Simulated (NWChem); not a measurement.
The numbers come from NWChem runs, not from measurements. System: GeSe, charge 0, spin multiplicity 1, at a geometry optimised with PBE/def2-SVP. The structure started from a generated list of species. Level: MP2/6-311G** (spherical d), 18 core orbitals frozen.

Output (cleaned and shortened):

```
             Northwest Computational Chemistry Package (NWChem) 7.3.0
             --------------------------------------------------------

                                NWChem Input Module
                                -------------------

 Scaling coordinates for geometry "geometry" by  1.889725989
 (inverse scale =  0.529177249)

 Turning off AUTOSYM since
 SYMMETRY directive was detected!

                             Geometry "geometry" -> ""
                             -------------------------

 Output coordinates in angstroms (scale by  1.889725989 to convert to a.u.)

  No.       Tag          Charge          X              Y              Z
 ---- ---------------- ---------- -------------- -------------- --------------
    1 Ge                  32.0000     0.00000000     0.00000000     1.11733500
    2 Se                  34.0000     0.00000000     0.00000000    -1.05160900

 Effective nuclear repulsion energy (a.u.)     265.4493831614

            Nuclear Dipole moment (a.u.)
            ----------------------------
        X                 Y               Z
 ---------------- ---------------- ----------------
     0.0000000000     0.0000000000     0.0000264562

      Symmetry information
      --------------------

 Group name             C2v
 Group number             16
 Group order               4
 No. of unique centers     2

      Symmetry unique atoms

     1    2


 Summary of "ao basis" -> "" (spherical)
 ------------------------------------------------------------------------------
       Tag                 Description            Shells   Functions and Types
 ---------------- ------------------------------  ------  ---------------------
 *                          6-311g**                  on all atoms

 Summary of "ao basis" -> "ao basis" (spherical)
 ------------------------------------------------------------------------------
       Tag                 Description            Shells   Functions and Types
 ---------------- ------------------------------  ------  ---------------------
 Ge                         6-311g**                18       44   8s7p3d
 Se                         6-311g**                18       44   8s7p3d

                                 NWChem SCF Module
                                 -----------------

  ao basis        = "ao basis"
  functions       =    88
  atoms           =     2
  closed shells   =    33
  open shells     =     0
  charge          =   0.00
  wavefunction    = RHF
  use symmetry    = T
  symmetry adapt  = T

 Summary of "ao basis" -> "ao basis" (spherical)
 ------------------------------------------------------------------------------
       Tag                 Description            Shells   Functions and Types
 ---------------- ------------------------------  ------  ---------------------
 Ge                         6-311g**                18       44   8s7p3d
 Se                         6-311g**                18       44   8s7p3d

      Symmetry analysis of basis
      --------------------------

        a1         42
        a2          6
        b1         20
        b2         20

 Forming initial guess at       0.0s

      Superposition of Atomic Density Guess
      -------------------------------------

 Sum of atomic energies:       -4475.03013409

      Non-variational initial energy
      ------------------------------

 Total energy =   -4475.191992
 1-e energy   =   -6768.124226
 2-e energy   =    2027.482851
 HOMO         =      -0.275522
 LUMO         =      -0.046353

      Symmetry analysis of molecular orbitals - initial
      -------------------------------------------------

 !! scf_movecs_sym_adapt:   52 vectors were symmetry contaminated

  Symmetry fudging

 !! scf_movecs_sym_adapt:   50 vectors were symmetry contaminated

  Numbering of irreducible representations:

     1 a1          2 a2          3 b1          4 b2

  Orbital symmetries:

     1 a1          2 a1          3 a1          4 a1          5 b2
     6 b1          7 a1          8 a1          9 b2         10 b1
    11 a1         12 a1         13 a1         14 b2         15 b1
    16 a1         17 b2         18 b1         19 a1         20 b2
    21 b1         22 a1         23 a2         24 a1         25 b1
[...]
              MO Center=  4.5D-15,  3.5D-15,  3.2D-01, r^2= 3.7D+00
   Bfn.  Coefficient  Atom+Function         Bfn.  Coefficient  Atom+Function
  ----- ------------  ---------------      ----- ------------  ---------------
    70      0.385185  2 Se pz                 8     -0.348334  1 Ge s
    26     -0.276441  1 Ge pz                73      0.253396  2 Se pz
    23     -0.229959  1 Ge pz                 7     -0.219146  1 Ge s
    61     -0.191745  2 Se pz                17      0.160641  1 Ge pz

 Vector   32  Occ=2.000000D+00  E=-3.517405D-01  Symmetry=b2
              MO Center=  4.8D-29,  6.6D-16, -6.0D-01, r^2= 2.4D+00
   Bfn.  Coefficient  Atom+Function         Bfn.  Coefficient  Atom+Function
  ----- ------------  ---------------      ----- ------------  ---------------
    69      0.467327  2 Se py                72      0.356877  2 Se py
    60     -0.224116  2 Se py                25      0.175208  1 Ge py
    66      0.167192  2 Se py

 Vector   33  Occ=2.000000D+00  E=-3.517405D-01  Symmetry=b1
              MO Center= -2.3D-15,  2.4D-28, -6.0D-01, r^2= 2.4D+00
   Bfn.  Coefficient  Atom+Function         Bfn.  Coefficient  Atom+Function
  ----- ------------  ---------------      ----- ------------  ---------------
    68      0.467327  2 Se px                71      0.356877  2 Se px
    59     -0.224116  2 Se px                24      0.175208  1 Ge px
    65      0.167192  2 Se px

 Vector   34  Occ=0.000000D+00  E= 8.472095D-03  Symmetry=b1
              MO Center= -1.2D-14, -8.2D-28,  8.3D-01, r^2= 4.6D+00
   Bfn.  Coefficient  Atom+Function         Bfn.  Coefficient  Atom+Function
  ----- ------------  ---------------      ----- ------------  ---------------
    27      0.684370  1 Ge px                71     -0.457335  2 Se px
    24      0.265854  1 Ge px                21      0.234228  1 Ge px
    68     -0.191873  2 Se px                15     -0.157831  1 Ge px

 Vector   35  Occ=0.000000D+00  E= 8.472095D-03  Symmetry=b2
              MO Center= -1.2D-28, -5.3D-15,  8.3D-01, r^2= 4.6D+00
   Bfn.  Coefficient  Atom+Function         Bfn.  Coefficient  Atom+Function
  ----- ------------  ---------------      ----- ------------  ---------------
    28      0.684370  1 Ge py                72     -0.457335  2 Se py
    25      0.265854  1 Ge py                22      0.234228  1 Ge py
    69     -0.191873  2 Se py                16     -0.157831  1 Ge py

 Vector   36  Occ=0.000000D+00  E= 1.169557D-01  Symmetry=a1
              MO Center=  7.0D-14,  4.6D-14,  1.3D+00, r^2= 7.8D+00
   Bfn.  Coefficient  Atom+Function         Bfn.  Coefficient  Atom+Function
  ----- ------------  ---------------      ----- ------------  ---------------
    29      1.586266  1 Ge pz                52      1.347677  2 Se s
     8     -1.082394  1 Ge s                 73      0.873698  2 Se pz

 center of mass
 --------------
 x =   0.00000000 y =   0.00000000 z =  -0.00489207

 moments of inertia (a.u.)
 ------------------
         641.220789956950           0.000000000000           0.000000000000
           0.000000000000         641.220789956950           0.000000000000
           0.000000000000           0.000000000000           0.000000000000

  Mulliken analysis of the total density
  --------------------------------------

    Atom       Charge   Shell Charges
 -----------   ------   -------------------------------------------------------
    1 Ge  32    31.58   0.77  1.19  1.04  0.94  0.87  1.17  1.20  0.68  0.50  5.48  4.50  1.48  0.53  0.81  0.33  8.17  1.78  0.16
    2 Se  34    34.42   0.77  1.19  1.04  0.93  0.82  1.21  1.28  0.69  0.50  5.48  4.74  1.19  0.60  2.36  1.58  8.13  1.83  0.09

       Multipole analysis of the density wrt the origin
       ------------------------------------------------

     L   x y z        total         open         nuclear
     -   - - -        -----         ----         -------
     0   0 0 0     -0.000000      0.000000     66.000000

     1   1 0 0     -0.000000      0.000000      0.000000
     1   0 1 0     -0.000000      0.000000      0.000000
     1   0 0 1      1.093012      0.000000      0.000026

     2   2 0 0    -26.486765      0.000000      0.000000
     2   1 1 0      0.000000      0.000000      0.000000
     2   1 0 1     -0.000000      0.000000      0.000000
     2   0 2 0    -26.486765      0.000000      0.000000
     2   0 1 1      0.000000      0.000000      0.000000
     2   0 0 2    -26.776580      0.000000    276.935933

                   NWChem MP2 Semi-direct Energy/Gradient Module
                   ---------------------------------------------

  Basis functions       =     88
  Molecular orbitals    =     88
  Frozen core           =     18
  Frozen virtuals       =      0
  Active alpha occupied =     15
  Active beta occupied  =     15
  Active alpha virtual  =     55
  Active beta virtual   =     55
  Use MO symmetry       = T
  Use skeleton AO sym   = T

  AO/Fock/Back tols     =   1.0D-09  1.0D-09  1.0D-09

 GA uses MA = F    GA memory limited = T

 Available:
  local mem=  1.26D+08
 global mem=  1.44D+08
 local disk=  0.00D+00
  mp2_memr nvloc                    55
  nvloc new                    55
   1 passes of  15:        3145728                      36835                  10041196.
   1 passes of  15: M    126153366           G      144163712           F     123007638.

 Semi-direct pass number   1 of   1  for RHF alpha+beta  at        1.0s
  vrange nnbf                  3575
  mp2_eaftype                    38  avail_ma_in_mb                  1099
 EAF : mp2_eaftype filesize          38    5020598.
  mp2_eaf for mointskh                     38
Node 0 wrote     23.6 Mb in      0.0 s     Agg I/O rate:  1257.6 Mb/s
 Done moints_semi at        2.9s
  mp2_eaftype                    38  avail_ma_in_mb                  1061
 EAF : mp2_eaftype filesize          38    5020598.
  mp2_eaf for kh                    38
 Done maket at        3.0s
 Done multipass loop at        3.0s

          -------------------------------------------
          SCF energy               -4475.163019016833
          Correlation energy          -0.487989283841
          Singlet pairs               -0.246715051582
          Triplet pairs               -0.241274232259
          Total MP2 energy         -4475.651008300673
          -------------------------------------------

          ---------------------------------------------------
                    Spin Component Scaled (SCS) MP2
          Same spin pairs                     -0.160849488173
          Same spin scaling factor             0.333333333333
          Opposite spin pairs                 -0.327139795668
          Opposite spin scaling fact.          1.200000000000
          SCS-MP2 correlation energy          -0.446184250860
          Total SCS-MP2 energy             -4475.609203267692
          ---------------------------------------------------

 -----------------------
 Performance information
 -----------------------

 Timer overhead =  1.63D-07 seconds/call

               Nr. of calls         CPU time (s)                 Wall time (s)                GFlops
             ---------------    -------------------     ------------------------------   -------------------
Name         Min   Avg   Max    Min     Avg     Max     Min     Avg     Max   Mx/calls   Min     Max     Sum
mp2: moin     1     1     1    1.8     1.8     1.8      1.8     1.8     1.8     1.8      0.0     0.0     0.0
mp2: make     1     1     1   0.12    0.12    0.12     0.12    0.12    0.12    0.12      0.0     0.0     0.0
mp2: tota     1     1     1    2.0     2.0     2.0      2.0     2.0     2.0     2.0      0.0     0.0     0.0

 The average no. of pstat calls per process was 3.00D+00
 with a timing overhead of 4.88D-07s

 Task  times  cpu:        3.0s     wall:        3.0s

 Total times  cpu:        3.0s     wall:        3.0s
```

Question: Write an NWChem input that would produce this output.

Answer: Several could match; the one computed here: 
```
start mol
memory heap 200 mb stack 900 mb global 1100 mb
geometry units angstroms nocenter noautoz
  Ge     0.000000     0.000000     1.117335
  Se     0.000000     0.000000    -1.051609
  symmetry group C2v
end
basis spherical
  * library 6-311g**
end
scf
  rhf
  nopen 0
  maxiter 100
  thresh 1e-7
  semidirect memsize 60000000 filesize 0
end
mp2
  freeze core 18
end
task mp2 energy
```
